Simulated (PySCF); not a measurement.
C6H8N2, SMILES Nc1ccc(N)cc1. Geometry optimised at PBE0-D3(BJ)/def2-SVP. One conformer was computed; it need not be the lowest.

Level of theory: PySCF 2.14.0 with PBE0-D3(BJ)/def2-SVP.

Harmonic wavenumbers (cm⁻¹): 149, 253, 253, 321, 360, 422, 428, 476, 518, 588, 616, 661, 738, 789, 814, 845, 876, 939, 954, 1023, 1069, 1114, 1147, 1188, 1309, 1338, 1359, 1405, 1503, 1578, 1629, 1639, 1665, 1733, 3185, 3186, 3201, 3204, 3601, 3602, 3706, 3706. Rotational constants (GHz): 5.565, 1.471, 1.166; symmetry number 2.

### Question
Work out the zero-point energy and the ideal-gas rigid-rotor harmonic-oscillator thermochemistry at 298.15 K and 1 atm.

### Answer
ZPE = ½ Σ hcν = ½ × 59091 cm⁻¹ = 84.47 kcal/mol. H − E(el) = 89.65 kcal/mol. Entropy in cal/(mol K): translation 39.95, rotation 26.53, vibration 14.55, total 81.03. G − E(el) = 65.49 kcal/mol. Cp = 31.09 cal/(mol K). Modes under 150 cm⁻¹ make the vibrational entropy uncertain.
